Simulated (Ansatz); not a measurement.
Basis-set series for C$_{3}$H$_{4}$BrCl (`C=CC(Cl)Br`). Charge 0, multiplicity 1. The structure was optimised at the PBE0-D4/def2-TZVP level. It is one conformer, not always the lowest.

Z-matrix (Å, degrees):
```
C
C 1 1.479
Br 1 1.953 2 109.9
Cl 1 1.772 2 111.0 3 -122.2
H 1 1.086 2 112.7 3 117.2
C 2 1.324 1 122.4 3 -116.3
H 2 1.085 1 115.8 3 63.9
H 6 1.083 2 121.2 1 -179.9
H 6 1.085 2 121.6 1 0.2
```

```json
{"functional": "PBE0-D4", "basis": "def2-SVP", "functions": "112", "energy (Eh)": "-3149.92504", "HOMO (eV)": "-7.82", "LUMO (eV)": "-0.84"}
{"functional": "PBE0-D4", "basis": "def2-QZVPP", "functions": "450", "energy (Eh)": "-3150.59926", "HOMO (eV)": "-7.96", "LUMO (eV)": "-1.11"}
{"functional": "ωB97M-V", "basis": "def2-SVP", "functions": "112", "energy (Eh)": "-3150.28588", "HOMO (eV)": "-10.02", "LUMO (eV)": "1.38"}
{"functional": "ωB97M-V", "basis": "def2-QZVPP", "functions": "450", "energy (Eh)": "-3150.96089", "HOMO (eV)": "-10.18", "LUMO (eV)": "0.93"}
```

**Question.** Give the rows for def2-TZVPP. (Estimate.)

**Answer.** The calculation gave: 
| functional | basis | functions | energy (Eh) | HOMO (eV) | LUMO (eV) |
| --- | --- | --- | --- | --- | --- |
| PBE0-D4 | def2-TZVPP | 239 | -3150.52675 | -7.94 | -1.04 |
| ωB97M-V | def2-TZVPP | 239 | -3150.89103 | -10.15 | 1.08 |

Positive LUMOs are unbound and depend on the basis. Scalar relativity is left out up to krypton.

Results of the Gaussian-basis code of Ansatz.
